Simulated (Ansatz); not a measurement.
Al7As7⁻. Total charge -1; doublet. Geometry PBE-D4/def2-SVP, that of the neutral singlet; atoms count from 1.

Cartesian coordinates in Å:
```
Al -0.183 -2.142 1.520
Al 2.213 -0.689 0.442
Al 0.876 0.989 2.045
Al 1.009 2.398 -0.400
Al -1.617 1.535 -0.979
Al -1.873 -1.772 -0.531
Al -0.089 -0.186 -2.351
As 1.628 -1.258 2.803
As -2.411 -2.828 1.478
As 2.952 1.621 0.788
As 0.131 2.238 -2.634
As -2.582 -0.337 -2.304
As 0.850 -2.033 -1.068
As -0.905 2.465 1.190
```

Single mean-field runs in def2-TZVP are fitted with def2-universal-jkfit.

(1) Estimate the Mulliken populations from the PBE0/def2-TZVP orbitals of Ansatz.

(2) Where does the spin sit?

(3) And the Mayer bond orders between heavy atoms (over 0.3)?

## Answers

(1) 
```csv
atom,charge (e),spin (α − β)
Al1,0.20,0.02
Al2,0.17,0.20
Al3,0.16,0.30
Al4,0.21,0.08
Al5,0.16,0.30
Al6,0.20,0.02
Al7,0.17,0.20
As8,-0.29,-0.04
As9,-0.33,0.05
As10,-0.31,-0.04
As11,-0.31,-0.04
As12,-0.29,-0.04
As13,-0.41,0.03
As14,-0.32,-0.04
```
Mulliken values depend strongly on the basis.

(2) Summed by element: Al 1.13, As -0.13, of 1 unpaired in all. Largest on single atoms: Al5 0.30, Al3 0.30, Al2 0.20.

(3) Al1–Al6 0.35 (2.68 Å); Al1–As8 1.03 (2.39 Å); Al1–As9 1.38 (2.33 Å); Al1–As13 0.45 (2.79 Å); Al2–As8 0.87 (2.50 Å); Al2–As10 0.98 (2.45 Å); Al2–As13 0.95 (2.44 Å); Al3–As8 0.90 (2.49 Å); Al3–As10 0.83 (2.51 Å); Al3–As14 0.95 (2.47 Å); Al4–As10 1.00 (2.41 Å); Al4–As11 1.00 (2.41 Å); Al4–As14 0.91 (2.49 Å); Al5–As11 0.83 (2.51 Å); Al5–As12 0.90 (2.49 Å); Al5–As14 0.95 (2.47 Å); Al6–As9 1.38 (2.33 Å); Al6–As12 1.03 (2.39 Å); Al6–As13 0.45 (2.79 Å); Al7–As11 0.98 (2.45 Å); Al7–As12 0.87 (2.50 Å); Al7–As13 0.95 (2.44 Å).
